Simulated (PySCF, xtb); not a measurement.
Se(I)(OMe) (CH₃IOSe), SMILES I[Se]OC.

Geometry: B3LYP-D3(BJ)/def2-SVP. The def2 effective core potentials stand for the cores of I; spin–orbit coupling is left out. The values are those of a single conformer.

The numbers are results of PySCF 2.14.0 with C-PCM-B3LYP/def2-SVP, not measurements.

The values are the electrostatic part of the solvation free energy, E(continuum) − E(gas) at the gas-phase geometry, in a cavity of scaled van der Waals radii (PySCF's table); cavitation and dispersion terms are not included. In vacuum the orbital gap is 3.34 eV. The dipole moment in vacuum is 1.57 D.

Computed values in water (ε = 78.36), tetrahydrofuran (ε = 7.43), methanol (ε = 32.61):
```tsv
solvent	ε	ΔG(elec) (kcal/mol)	dipole (D)	gap (eV)
water	78.36	-3.1	1.97	3.43
tetrahydrofuran	7.43	-2.7	1.91	3.42
methanol	32.61	-3.0	1.96	3.43
```

For comparison, GFN2-xTB/ALPB(water) (xtb, at the GFN2-xTB geometry, all terms of that model) gives -1.1 kcal/mol.
